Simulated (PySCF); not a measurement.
**Excitation energy of Ru²⁺ by level of theory**

Ru²⁺ [Kr] 4d6 (5D) → Ru²⁺ [Kr] 4d5 5p1 (7P), as a difference of total energies. Calculation: PySCF 2.14, in x2c-TZVPPall; the spin-free X2C one-electron Hamiltonian (Gaussian nucleus). Correlated levels: valence: [Kr] frozen. The calculations carry no spin-orbit coupling.

```
           method  excitation energy (cm⁻¹)
              UHF                     68675
    MP2 (valence)                     75194
SCS-MP2 (valence)                     79359
   CCSD (valence)                     75000
CCSD(T) (valence)                     75231
```

The basis was made for the ground configuration and has no added diffuse functions, so the excitation energy can come out too high.
